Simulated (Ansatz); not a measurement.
Species: diarsenic, As₂, net charge 0, singlet state. 
Coordinates optimised at B3LYP-D3(BJ)/def2-TZVP (Ansatz, a first-principles code):
SMILES: [As]#[As]
```xyz
2

As     0.0000     0.0000    -1.0521
As     0.0000     0.0000     1.0521
```

Basis-set convergence of Hartree-Fock and CCSD correlation energies (hartree) with Ansatz. Correlated levels leave the core frozen unless marked. Spin-orbit coupling is left out. Frozen are the shells of the preceding noble gas and the d and f shells that filled before the atom's block. Non-relativistic.

The Hartree-Fock reference is unstable (checked in the largest basis), which strains HF and MP2. 

```tsv
basis	functions	E(HF)	E(corr, CCSD)
def2-SVPD	76	-4467.85101	-0.23212
def2-TZVPPD	108	-4468.40837	-0.26880
def2-QZVPPD	190	-4468.49752	-0.28223
```

Extrapolating the two largest sets (X = 3 and 4) as X^-3: E(corr) = (64·(-0.28223) - 27·(-0.26880))/37 = -0.2920 Eh, an estimate of the basis-set limit. The largest set recovers 96.6 % of it, the smallest 79.5 %.
